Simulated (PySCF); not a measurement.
Electron correlation in S²⁺ (sulfur, charge +2)

[Ne] 3s2 3p2, high-spin 3P determinant. All numbers are calculated (PySCF 2.14, the non-relativistic Hamiltonian (point nucleus), in aug-cc-pV(D+d)Z (5s4p3d, 32 functions)). Frozen: [Ne]; 4 electrons correlated.

MP2 pair energies summed by pair of shells (mhartree):

```
 pair  energy  share (%)
3s-3p  -33.38       61.0
3s-3s  -15.48       28.3
3p-3p   -5.85       10.7
```

Total MP2 correlation energy: -54.71 mhartree.

Same-spin part -8.77 and opposite-spin part -45.94 mhartree; SCS-MP2 scales them by 1/3 and 6/5 to -58.05 mhartree.

```csv
level,correlation energy (mhartree)
CCSD,-77.93
(T),-1.02
CCSD(T),-78.95
```

Diagnostics: T1 = 0.0080, D1 = 0.0216, largest double amplitude 0.107.

Cost of the coupled-cluster step: 0.18 s of wall time on 1 thread of Neoverse-V2 (shared host), for 4 correlated electrons.
